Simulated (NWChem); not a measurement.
# C3H3N2, doublet; SMILES [c]1cn[nH]c1

```xyz
8

C      1.2292    -0.1158     0.0000
C      0.5223     1.0629     0.0000
N     -0.7755     0.6670     0.0000
N     -0.9333    -0.6527     0.0000
C      0.2962    -1.1618     0.0000
H      0.8213     2.1083     0.0000
H     -1.5978     1.2578     0.0000
H      0.4475    -2.2397     0.0000
```
Atoms are numbered in this order, from 1.

Computed with NWChem. Spin-unrestricted. In the optimisation the excess spin sits in a' (Cs, its own frame). All runs use the structure optimised with PBE0/def2-SVP, spin-unrestricted. No stability test was run on the SCF state. Level: B3LYP/def2-SVP with COSMO at NWChem's default radii, gas-phase geometry; rows give the dielectric constant. Reactions with the solvent are ignored.

```
dielectric constant  electrostatic solvation energy (kcal/mol)  dipole in solution (D)
-------------------  -----------------------------------------  ----------------------
2.0                                                       -3.1                    2.62
2.4                                                       -3.7                    2.69
4.8                                                       -5.2                    2.87
20.7                                                      -6.4                    3.02
78.4                                                      -6.7                    3.06
```
